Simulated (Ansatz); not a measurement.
Basis-set extrapolation for `CO[SiH2][Si](O)(O)F` (PBE0-D4/def2-TZVP geometry, frozen core, the Gaussian-basis code of Ansatz). Multiplicity 1, RHF reference.

|  | def2-TZVPP | def2-QZVPP |
| --- | --- | --- |
| HF | -944.245095 | -944.281793 |
| MP2 correlation | -1.371661 | -1.485687 |
| CCSD(T) correlation | -1.460495 | not run |

Energies in hartree. Use E(X) = E(∞) + A·exp(−7.88·√X) for Hartree–Fock and E(X) = E(∞) + B·X^(−2.97) for correlation, with X = 3 and 4, and add CCSD(T) minus MP2 of the smaller set to the MP2 limit.

Problem. What is the CCSD(T) energy at the basis-set limit?

Solution. HF limit: -944.281793 + (-0.036698) × 0.13774 = -944.28685. MP2 limit: -1.485687 + (-0.114026) × 0.74074 = -1.57015. Higher-order term: -1.460495 − (-1.371661) = -0.08883. Total: -945.94583 hartree, 150.8 kcal/mol below CCSD(T)/def2-TZVPP.
